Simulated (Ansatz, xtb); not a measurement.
## Two structures of FHMoO3

Structure a: a triplet given by its coordinates. Structure b: a singlet given by its coordinates. Both are isolated molecules in the gas phase, relaxed with PBE0-D4/def2-SVP.

a (Å):

```yaml
atoms:
  - { symbol: F, position_ang: [2.2920, 0.3542, -0.9198] }
  - { symbol: Mo, position_ang: [0.8273, -0.0906, 0.1295] }
  - { symbol: O, position_ang: [1.0401, -0.8396, 1.5941] }
  - { symbol: O, position_ang: [-0.5492, -1.0014, -0.7963] }
  - { symbol: O, position_ang: [-0.5814, 1.1531, 0.1737] }
  - { symbol: H, position_ang: [-1.5132, 0.8819, 0.1332] }
```

Close contacts (Å): F1–Mo2 1.86, Mo2–O3 1.66, Mo2–O4 1.89, Mo2–O5 1.88, Mo2–H6 2.53, O5–H6 0.97.

b (Å):

```xyz
6

F     1.7896    0.2036   -0.6980
Mo    0.1495   -0.3993   -0.1096
O     0.3161   -1.1267    1.3813
O    -0.4506   -1.5431   -1.1630
O    -1.0570    1.0041    0.0074
H    -1.4272    1.3988    0.8065
```

Close contacts (Å): F1–Mo2 1.84, Mo2–O3 1.67, Mo2–O4 1.67, Mo2–O5 1.85, Mo2–H6 2.56, O5–H6 0.97.

**Question.** Which of the two would you expect CCSD(T)/def2-SVP + ΔMP2/def2-TZVPP electronic energies to favour?

**Answer.** Structure b; the calculation gives E(b) − E(a) = −79.9 kcal/mol.

How the difference moves with the method:

| level | geometry | E(b) − E(a) (kcal/mol) | departure from the last row (kcal/mol) | job, with rough time for the two |
| --- | --- | --- | --- | --- |
| PBE0-D4/def2-SVP | PBE0-D4/def2-SVP | −74.0 | +5.9 | optimisation, 2.7 min |
| HF/def2-SVP | PBE0-D4/def2-SVP | −28.2 | +51.7 | part of the CCSD(T) run |
| MP2/def2-SVP | PBE0-D4/def2-SVP | −109.7 | −29.8 | part of the CCSD(T) run |
| CCSD(T)/def2-SVP | PBE0-D4/def2-SVP | −80.0 | 0.0 | single point |
| CCSD(T)/def2-SVP + ΔMP2/def2-TZVPP | PBE0-D4/def2-SVP | −79.9 |  | single point, 79 s |

The levels shown agree on the order. The largest departure from CCSD(T)/def2-SVP + ΔMP2/def2-TZVPP is that of HF/def2-SVP, 51.7 kcal/mol. Levels run at GFN2-xTB geometries aren't shown. The last row adds to CCSD(T) the change of the MP2 difference between the two basis sets, here 0.0 kcal/mol.

With harmonic frequencies from PBE0-D4/def2-SVP (ideal gas, rigid rotor, one conformer each, 298.15 K, 1 atm): on the last row, ΔE + ΔZPE = −78.9, ΔH = −79.2, ΔG = −77.8 kcal/mol.

The T1 diagnostic of structure b is large, so the coupled-cluster value is less sure. Open shells are spin-unrestricted. The correlated steps freeze 4 core orbitals. Atoms past krypton carry core potentials in the def2 sets and no spin–orbit term is included. ΔG holds the spin degeneracy. Run with Ansatz 0.2.0; the last row on 2 threads of Intel(R) Xeon(R) Platinum 8488C (Sapphire Rapids) on a shared host.
